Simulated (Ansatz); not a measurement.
Computed with Ansatz on PBE0-D4/def2-TZVP structures; ΔE is electronic, products minus reactants. CCSD(T)/CBS adds triple-zeta CCSD(T) − MP2 to the extrapolated MP2 energy (def2 sets, frozen cores). This one scheme is used for every species. DFT in def2-TZVPP. Elements past krypton have def2 core potentials. For Ta outer-core shells are correlated without core-valence functions, which leaves a few kJ/mol of doubt a bond. One conformer a species, not always the lowest.

Consider the ligand exchange at a Ta–N bond: `[NH2][Ta]([NH2])([OH])=[S]` + HCl → `[NH2][Ta]([OH])(=[S])[Cl]` + NH₃.

```json
{"level": "LDA (SPW92)", "ΔE (eV)": "-0.79"}
{"level": "revPBE-D4", "ΔE (eV)": "-0.85"}
{"level": "BLYP", "ΔE (eV)": "-0.84"}
{"level": "PBE0", "ΔE (eV)": "-0.87"}
{"level": "CAM-B3LYP", "ΔE (eV)": "-0.81"}
{"level": "MP2/def2-TZVPP", "ΔE (eV)": "-0.92"}
{"level": "HF/def2-QZVPP", "ΔE (eV)": "-0.86"}
{"level": "MP2/CBS(def2)", "ΔE (eV)": "-0.94"}
```

Question: What does CCSD(T)/CBS give? (Best estimate.)

Answer: Computed: -0.84 eV. The listed levels differ from it by 0.05, -0.01, 0.00, -0.03, 0.03, -0.08, -0.02, -0.10 eV.

Largest T1 diagnostic among the species: 0.020.

At CCSD(T), def2-SVP lies +0.04 eV from the extrapolated value and def2-TZVPP +0.01 eV. Leaving LDA and LC-ωPBE aside and taking each functional with its dispersion term where it has one, the values, not all of them listed here, spread over 0.12 eV, from B97M-V to CAM-B3LYP-D4. LDA lies +0.07 eV from PBE without D4.
